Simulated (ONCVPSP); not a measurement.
Reading a pseudo-wave (lithium)

Columns: radius, all-electron u(r) and pseudo u(r) of the 2s shell (level -2.75 eV) of lithium in the configuration [He] 2s1; BLYP, scalar-relativistic, ONCV scheme, ONCVPSP 4.0.1.

```
r (bohr)  all-electron  pseudo
   0.163       -0.1674  0.0289
   0.325       -0.1948  0.0588
   0.488       -0.1562  0.0906
   0.650       -0.0885  0.1237
   0.813       -0.0094  0.1577
   0.975        0.0704  0.1915
   1.138        0.1466  0.2250
   1.300        0.2158  0.2582
   1.463        0.2775  0.2922
   1.625        0.3305  0.3272
   1.788        0.3756  0.3634
   1.950        0.4130  0.3992
   2.113        0.4441  0.4330
   2.275        0.4690  0.4620
   2.438        0.4883  0.4850
   2.600        0.5021  0.5010
   2.763        0.5111  0.5109
   2.925        0.5157  0.5157
   3.088        0.5166  0.5166
   3.250        0.5141  0.5141
   3.413        0.5088  0.5088
   3.575        0.5011  0.5011
   3.738        0.4913  0.4913
   3.900        0.4800  0.4800
   4.063        0.4672  0.4672
   4.225        0.4534  0.4534
```

Q: How many radial nodes do the two functions have?

A: The all-electron 2s function has n − l − 1 = 1; the pseudo-wave has 0, since the states of the same l below it are removed with the core.

Q: At about which radius was the pseudo-wave matched?

A: 3.00 bohr. The columns agree to 0.0005 from 2.76 bohr on; several derivatives are matched, so the curves merge somewhat inside the radius.

Q: Is the pseudo-wave norm-conserving?

A: Yes: the ONCV scheme keeps the norm inside the radius equal to the all-electron one, which fixes the energy derivative of the logarithmic derivative at the level.
